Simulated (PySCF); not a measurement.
A GIAO shielding run with PySCF 2.14 (density fitting, non-relativistic, gas phase) on SMILES C#CC[C@@H](C)[SiH3], C5H10Si:

```
$ OMP_NUM_THREADS=1 python probes_run.py task.json out

{"job": {"kind": "nmr", "xc": "PBE0", "basis": "pcSseg-1"}, "charge": 0, "multiplicity": 1}
C      3.138070    -0.110612     0.546114
C      2.041578    -0.456959     0.214030
C      0.695462    -0.846019    -0.152863
C     -0.356198     0.030059     0.545936
C     -0.235517     1.477443     0.075077
Si    -2.115687    -0.654575     0.263407
H      4.106270     0.181549     0.824444
H      0.551534    -1.896108     0.119901
H      0.585813    -0.761009    -1.238407
H     -0.137513     0.009513     1.620435
H     -0.453446     1.557894    -0.988884
H      0.773736     1.852021     0.243229
H     -0.933341     2.115561     0.613207
H     -3.081165     0.208866     0.943645
H     -2.397434    -0.683418    -1.174248
H     -2.189761    -2.015261     0.801049
```

Hardware: 1 thread of an Arm Neoverse N1, shared host. The job also computes population analyses, field gradients.

Question: How large is the calculation?

Answer: 54 electrons, 159 basis functions and 844 auxiliary functions.

Question: How long does it take, and how much memory does it need?

Answer: 44 s of wall time, with 14 SCF cycles and 5 response iterations; peak memory 0.73 GiB. Times on a shared host scatter by some tens of per cent.
